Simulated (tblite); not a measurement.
Compound: C7H6ClS (doublet state).
SMILES with atom numbers: `[CH3:1]/[C:2]([Cl:3])=[CH:4]\[c:5]1[cH:6][c:7][cH:8][s:9]1` (hydrogens: H10, H11, H12 on C1; H13 on C4; H14 on C6; H15 on C8)

Computed geometry: GFN2-xTB, gas phase. This method treats the open shell by occupation alone, without spin polarisation.

(1) List the bond lengths, angles and torsions at this level.

Answers

(1) 
| bond | length (bohr) | order |
| --- | --- | --- |
| C1–C2 | 2.814 | single |
| C2–Cl3 | 3.276 | single |
| C2=C4 | 2.531 | double |
| C4–C5 | 2.706 | single |
| C5–C6 | 2.606 | aromatic |
| C6–C7 | 2.629 | aromatic |
| C7–C8 | 2.509 | aromatic |
| C8–S9 | 3.326 | aromatic |
| C5–S9 | 3.307 | aromatic |
| C1–H10, C1–H11, C1–H12 | 2.058 | single |
| C4–H13 | 2.044 | single |
| C6–H14 | 2.029 | single |
| C8–H15 | 2.019 | single |

Bonds in one row agree within 0.02 bohr and their mean is given. Orders are formal, as drawn. A selection of angles:
| angle | degrees |
| --- | --- |
| C1–C2–Cl3 | 115.1 |
| C1–C2–C4 | 127.0 |
| Cl3–C2–C4 | 117.9 |
| C2–C4–C5 | 127.5 |
| C4–C5–C6 | 124.6 |
| C4–C5–S9 | 124.6 |
| C6–C5–S9 | 110.8 |
| C5–C6–C7 | 111.0 |
| C6–C7–C8 | 118.0 |
| C7–C8–S9 | 108.7 |
| C5–S9–C8 | 91.4 |

Torsions: C1–C2–C4–C5 0° (synperiplanar); C2–C4–C5–C6 180° (antiperiplanar).

The 6 C–C bonds span 1.327 Å (C7–C8, aromatic) to 1.489 Å (C1–C2, drawn single), a spread of 0.162 Å. C6 (carbon bonded to 2 C and H) is planar (angles 125.2°, 123.8° and 111.0°, sum 360.0°, 0.00 Å off the plane of its three neighbours). S9 (sulfur bonded to 2 C) is bent (angle 91.4°). The 5-membered ring C5–C6–C7–C8–S9 has internal angles of 91.4° to 118.0°; it is planar, 0.00 Å rms from its mean plane, widest ring torsion 0°. C2 (carbon bonded to 2 C and Cl) is planar (angles 127.0°, 117.9° and 115.1°, sum 360.0°, 0.00 Å off the plane of its three neighbours). Of the pairs four or more bonds apart, C1···S9 is among the closest relative to their van der Waals radii: 3.03 Å, 87 % of the sum of Bondi's values. C8 (carbon bonded to C, S and H) is planar (angles 132.2°, 119.0° and 108.7°, sum 360.0°, 0.00 Å off the plane of its three neighbours).

Point group: Cs (tolerance 0.08 Å). Its GFN2-xTB frequencies are all real (lowest 49 cm⁻¹). 3 starts were optimised and ended at 0.00, 1.40 and 1.41 kcal/mol (GFN2-xTB); the lowest of these is shown.

Hardware: one thread of an Arm Neoverse V2 (shared host). Cost: 0.69 s wall. That covers the optimisation of the geometry.

One conformer stands for the species.
